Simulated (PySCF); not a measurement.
InI2, SMILES [I][In][I], multiplicity 2. Geometry optimised at PBE-D3(BJ)/def2-SVP. The spin state was assumed, not searched. The isomer is the one that the SMILES or the coordinates give; other isomers of the formula were not compared. The def2 effective core potentials stand for the cores of I, In; spin–orbit coupling is left out.

Computed equilibrium geometry at PBE-D3(BJ)/def2-SVP (PySCF confirms it by a frequency run) as bond lengths and angles, and its point group:
point group C2v.
Atoms: In1 I2 I3. Bond lengths (Å): In1–I2 2.774, In1–I3 2.774. Angles (°): I2–In1–I3 123.3.
Charge 0, spin multiplicity 2.
